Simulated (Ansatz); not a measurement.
Li4H3⁺. Charge 1, multiplicity 3. Geometry PBE-D4/def2-TZVP, that of the neutral doublet; atoms count from 1.

```tsv
atom	x (Å)	y (Å)	z (Å)
Li1	-0.911	1.179	0.847
Li2	0.955	0.481	-0.661
Li3	-1.146	-0.835	-0.961
Li4	0.507	-1.129	1.192
H5	-0.787	0.946	-0.951
H6	0.576	-1.304	-0.615
H7	0.806	0.663	1.150
```

At PBE0-D4/def2-TZVP a singlet of charge 1 lies 4.64 eV below the triplet, each at its own geometry. The structure comes from a short search, and lower isomers may exist.

Estimate the Mulliken populations from the PBE0/def2-TZVP orbitals of Ansatz.


```
atom  charge (e)  spin (α − β)
 Li1        0.39          0.34
 Li2        0.28         -0.02
 Li3        0.39          0.34
 Li4        0.59          0.35
  H5       -0.07          0.59
  H6       -0.29          0.20
  H7       -0.29          0.20
```
Mulliken values and Mayer orders depend strongly on the basis.

Where does the spin sit?

Summed by element: Li 1.01, H 0.99, of 2 unpaired in all. Largest on single atoms: H5 0.59, Li4 0.35, Li1 0.34.
